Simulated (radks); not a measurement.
Problem. The mean radii <r> (bohr) of the occupied orbitals of an atom or ion are listed with their occupations. Method: non-relativistic Kohn-Sham, LDA (Slater exchange, Perdew-Wang correlation), spin-unpolarised, spherical densities, point nucleus; computed with a radial shooting solver on a logarithmic mesh with Libxc functionals.

orbital  occ.      <r>
1s          2  0.02048
2s          2  0.08652
2p          6  0.07317
3s          2   0.2198
3p          6   0.2098
3d         10   0.1839
4s          2   0.4900
4p          6   0.4969
4d         10   0.5126
5s          2    1.093
4f         14   0.5715
5p          3    1.164

Name the element and its charge.

Solution. Z = 74, tungsten, charge +9: W9+ in [Kr] 4d10 4f14 5s2 5p3. The 1s radius gives Z: for a bare nucleus <r> = 1.5/Z, 0.02027 bohr for Z = 74, and screening makes it slightly larger (0.02048 here). The occupations add up to 65, and the charge is Z minus that.
